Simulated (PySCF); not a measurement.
# UHF on Se+ (selenium, charge +1)

Configuration: [Ar] 3d10 4s2 4p3, high-spin 4S determinant. Calculation: PySCF 2.14, in aug-cc-pVDZ-DK; scalar relativity by spin-free X2C-1e.

| Property | Result |
| --- | --- |
| Total energy | -2427.647810 hartree |
| One-electron energy | -3366.4375 hartree |
| Hartree (Coulomb) energy | 1025.4896 hartree |
| Exchange energy | -86.6999 hartree |
| ⟨S²⟩ | 3.7507 |
| ⟨L²⟩ | 0.000 |
| Sum of ⟨r⟩ | 22.34 bohr |
| Sum of ⟨r²⟩ | 31.15 bohr² |
| Langevin diamagnetic susceptibility | -24.7 ×10⁻⁶ cm³/mol |
| Time after the integrals | 0.08 s of wall time on 1 thread of Neoverse-V1 (shared host) |

```csv
shell,electrons,mean orbital energy (eV),"rms radius, mean of both spins (bohr)"
1s α,1,-12747.0,0.0508
1s β,1,-12746.7,0.0508
2s α,1,-1706.9,0.212
2s β,1,-1706.7,0.212
2p α,3,-1497.9,0.189
2p β,3,-1497.5,0.189
3s α,1,-261.47,0.612
3s β,1,-260.82,0.612
3p α,3,-193.75,0.636
3p β,3,-192.90,0.636
3d α,5,-81.118,0.696
3d β,5,-80.643,0.696
4s α,1,-36.707,1.90
4s β,1,-28.281,1.90
4p α,3,-21.423,2.28
```

Densities and radii are taken from the X2C orbitals without a picture-change correction, which distorts them close to the nucleus.
